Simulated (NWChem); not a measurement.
System: SiH₃O₂Cl; SMILES [SiH](O)(Cl)O

```xyz
7

Si    -0.0216     0.4669     0.4064
O     -1.3169     1.2407    -0.2364
O      1.3621     1.1484    -0.1789
Cl     0.0211    -1.5393    -0.1177
H     -0.1683     0.5522     1.8710
H     -1.3123     1.3969    -1.1861
H      2.1238     0.5732    -0.2951
```
Atoms are numbered in this order, from 1.

Results from NWChem. Coordinates come from a PBE0/def2-SVP optimisation. B3LYP is NWChem's, with the RPA form of VWN correlation. Level: B3LYP/def2-SVP with SMD (1 M gas to 1 M solution), gas-phase geometry. Reactions with the solvent are ignored.

Q: Predict the results for solvent N,N-dimethylformamide. Quantities: solvation free energy (kcal/mol); cavity-dispersion-structure term (kcal/mol); dipole in solution (D).

A: 
```
Property                                     Value
-------------------------------------------  -----
solvation free energy (kcal/mol)              -6.2
cavity-dispersion-structure term (kcal/mol)   -2.0
dipole in solution (D)                        1.79
```
